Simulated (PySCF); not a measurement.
C4H4O2S.
Bonds: O1–S2 (double), S2–O3 (double), S2–C4, C4–C5 (double), C5–C6, C6–C7 (double), S2–C7. Hydrogens: H8 on C4; H9 on C5; H10 on C6; H11 on C7.

The closed-shell ground state was solved at several levels (PySCF, density fitting, gas phase, non-relativistic). Geometry: PBE0-D3(BJ)/def2-SVP; no solvent, vibrations or thermal averaging.

```
           level  basis functions  total energy (Eh)  HOMO (eV)  LUMO (eV)  gap (eV)  dipole (D)
wB97X-D/pcSseg-2              315          -703.4187      -9.63      -0.87      8.76        5.19
   PBE0/pcSseg-1              146          -702.8170      -7.79      -2.60      5.19        4.86
```

**Question.** Estimate the row for CAM-B3LYP/def2-SVPD, a basis of 185 functions; the other rows only guide the guess.

**Answer.** Total energy -702.8901 Eh, HOMO -9.17 eV, LUMO -1.56 eV, gap 7.61 eV, dipole 5.32 D.

**Question.** Over all these levels, which gives the widest orbital gap and which the narrowest?

**Answer.** wB97X-D/pcSseg-2 (range-separated hybrid) has the widest, 8.76 eV, and PBE0/pcSseg-1 (global hybrid, 25 % exact exchange) the narrowest, 5.19 eV. Functional and basis both differ between the two, so the spread mixes both effects.

**Question.** How far do the dipole and the HOMO energy spread over the levels?

**Answer.** The dipole runs from 4.86 to 5.32 D (mean 5.12 D) and the HOMO from -9.63 to -7.79 eV.

The pairwise dispersion term of wB97X-D wasn't added to the energies; at a given geometry it leaves orbitals and properties as they are.
